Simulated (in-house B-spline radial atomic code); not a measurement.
B97-1 excitations of Al II (Al+)

Method: B97-1. Computed with an all-electron radial atomic-structure program (B-spline basis): linear response of the closed shell [Ne] 3s2 with the functional's adiabatic kernel; non-relativistic, point nucleus, no spin-orbit coupling, no double excitations, S, P, D and F terms only.

Command:
```bash
python run_td.py task.json out
```
Settings (radii: box in bohr, nucleus in fm):
```
Z                        13
electrons                12
configuration            [Ne] 3s2
hamiltonian              nr
method                   b97_1
box_radius               41.61
intervals                54
```

Cost of the run: 0.6 s on 1 thread of Arm Neoverse N1, with other jobs on the host.

The lowest states, in the order of their Tamm-Dancoff energies; the method's threshold (minus the highest occupied level) is 15.508 eV. Labels give the largest channel, * marks a mixed state, and oscillator strengths are full-response dipole values. Measured ¹D terms are left out, since they can mix with doubly excited terms. Semilocal kernels can invert the small singlet-triplet splittings of Rydberg terms. Energies in eV:

| state | full response | Tamm-Dancoff | oscillator strength | measured (J-weighted term) |
| --- | --- | --- | --- | --- |
| 3s → 3p 3P | ? | ? | - | ? |
| 3s → 3p 1P | 7.292 | 7.601 | 1.75 | 7.421 |
| 3s → 4s 3S | 10.804 | 10.821 | - | 11.317 |
| 3s → 3d 3D | 11.245 | 11.286 | - | 11.847 |
| 3s → 4s 1S | ? | ? | - | ? |
| 3s → 3d 1D | 11.586 | 11.590 | - | - |
| 3s → 4p 3P | 12.072 | 12.091 | - | 13.075 |
| 3s → 4p 1P | 12.535 | 12.569 | 0.00331 | 13.257 |
| 3s → 5s 3S | 13.549 | 13.551 | - | 14.890 |
| 3s → 5s 1S | 13.628 | 13.632 | - | 15.048 |
| 3s → 4d 3D | 13.694 | 13.704 | - | 15.062 |
| 3s → 4d 1D | 13.841 | 13.842 | - | - |
| 3s → 5p 3P | 13.930 | 13.933 | - | - |

Q: Where does 3s → 4s 1S lie?

A: At 11.345 eV in full response, 11.360 eV in Tamm-Dancoff; measured 11.822 eV.

Q: Where does 3s → 3p 3P lie?

A: At 4.362 eV in full response, 4.577 eV in Tamm-Dancoff; measured 4.651 eV.

Q: How large is the singlet-triplet splitting of 3s → 3p (P terms) in Tamm-Dancoff?

A: 3.02 eV, from the unrounded values.

Q: What polarisabilities and dispersion coefficient does the method give?

A: Dipole 24.85 bohr³, quadrupole 129.9 bohr⁵, C6 127.6 hartree·bohr⁶ for two such species.
